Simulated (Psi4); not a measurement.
C$_{2}$H$_{7}$Al, triplet, geometry from GFN2-xTB (such geometries of metal compounds can be far from the true shape) (a higher spin typed on purpose: for a closed-shell molecule this is an excited state); CCSD(T)/def2-SV(P) (Psi4).

Psi4 was given this input:
```
memory 2 GB

molecule {
0 3
  Al    0.40958518   -0.18314137   -0.80511561
  C    -0.58097621   -1.24208483    0.75109971
  H    -0.37697706   -2.26541523    0.44622273
  H    -1.64939540   -1.04926874    0.74868397
  H    -0.15066413   -1.05098784    1.72869272
  C    -0.15699471    1.51820863    0.33890127
  H     0.32500173    2.30475461   -0.23624706
  H     0.24065338    1.49664967    1.34825049
  H    -1.23395162    1.65544067    0.34478597
  H     1.94855128   -0.36707805   -0.45389173
}

set basis def2-sv(p)
set reference uhf

energy('ccsd(t)')
print_variables()
```

Q: What does Psi4 print? Leave out banner, timings and long lists.

A: 
```
   => Loading Basis Set <=

    Name: DEF2-SV(P)
    Role: ORBITAL
    Keyword: BASIS

         ---------------------------------------------------------
                                   SCF
               by Justin Turney, Rob Parrish, Andy Simmonett
                          and Daniel G. A. Smith
                              UHF Reference
         ---------------------------------------------------------

  ==> Geometry <==

    Molecular point group: c1
    Full point group: C1

    Geometry (in Angstrom), charge = 0, multiplicity = 3:

       Center              X                  Y                   Z               Mass
    ------------   -----------------  -----------------  -----------------  -----------------
         AL           0.387326907114    -0.167665039483    -0.724372645246    26.981538530000
         C           -0.603234482886    -1.226608499483     0.831842674754    12.000000000000
         H           -0.399235332886    -2.249938899483     0.526965694754     1.007825032230
         H           -1.671653672886    -1.033792409483     0.829426934754     1.007825032230
         H           -0.172922402886    -1.035511509483     1.809435684754     1.007825032230
         C           -0.179252982886     1.533684960517     0.419644234754    12.000000000000
         H            0.302743457114     2.320230940517    -0.155504095246     1.007825032230
         H            0.218395107114     1.512126000517     1.428993454754     1.007825032230
         H           -1.256209892886     1.670917000517     0.425528934754     1.007825032230
         H            1.926293007114    -0.351601719483    -0.373148765246     1.007825032230

  Running in c1 symmetry.

  Rotational constants: A =      0.35564  B =      0.23584  C =      0.15592 [cm^-1]
  Rotational constants: A =  10661.95848  B =   7070.25223  C =   4674.42970 [MHz]
  Nuclear repulsion =   95.133745437746896

  Charge       = 0
  Multiplicity = 3
  Electrons    = 32
  Nalpha       = 17
  Nbeta        = 15

  ==> Algorithm <==

  SCF Algorithm Type is PK.
  DIIS enabled.
  MOM disabled.
  Fractional occupation disabled.
  Guess Type is SAD.
  Energy threshold   = 1.00e-08
  Density threshold  = 1.00e-08
  Integral threshold = 1.00e-12

  ==> Primary Basis <==

  Basis Set: DEF2-SV(P)
    Blend: DEF2-SV(P)
    Number of shells: 34
    Number of basis functions: 60
    Number of Cartesian functions: 63
    Spherical Harmonics?: true
    Max angular momentum: 2

  ==> Integral Setup <==

[...]
  @UHF Final Energy:  -321.45350669251548
    Total Energy =                       -321.4535066925154752
[...]
     12  14   3   0        -0.0235814166
     15  14   9  11         0.0229916890
     16  14  12   0        -0.0228048555
     14  14  15   0         0.0219989135

    SCF energy       (wfn)                    = -321.453506692515475
    Reference energy (file100)                = -321.453506692515305

    Opposite-spin MP2 correlation energy      =   -0.239452491544803
    Same-spin MP2 correlation energy          =   -0.067430594222615
    Singles MP2 correlation energy            =   -0.000000000000000
    MP2 correlation energy                    =   -0.306883085767418
      * MP2 total energy                      = -321.760389778282729

    Opposite-spin CCSD correlation energy     =   -0.289228648780695
    Same-spin CCSD correlation energy         =   -0.065834305978556
    Singles CCSD correlation energy           =   -0.000000000000000
    CCSD correlation energy                   =   -0.355062954759251
      * CCSD total energy                     = -321.808569647274567

            **************************
            *                        *
            *        CCTRIPLES       *
            *                        *
            **************************

    Wave function   =    CCSD_T
    Reference wfn   =      UHF

    Nuclear Rep. energy (wfn)                =   95.133745437746896
    SCF energy          (wfn)                = -321.453506692515475
    Reference energy    (file100)            = -321.453506692515305
    CCSD energy         (file100)            =   -0.355062954759251
    Total CCSD energy   (file100)            = -321.808569647274567

    Number of ijk index combinations:
    Spin Case AAA:                                 680
    Spin Case BBB:                                 455
    Spin Case AAB:                                2040
    Spin Case ABB:                                1785
    AAA (T) energy                             =   -0.000190257119341
    BBB (T) energy                             =   -0.000171614401225
    AAB (T) energy                             =   -0.005277915083367
    ABB (T) energy                             =   -0.004182808452016
    (T) energy                                   =   -0.009822595055948
      * CCSD(T) total energy                     = -321.818392242330503

  Variable Map:
  ----------------------------------------------------------------------------
[...]
  Array Variable Map:
  ----------------------------------------------------------------------------
[...]
[...]
```
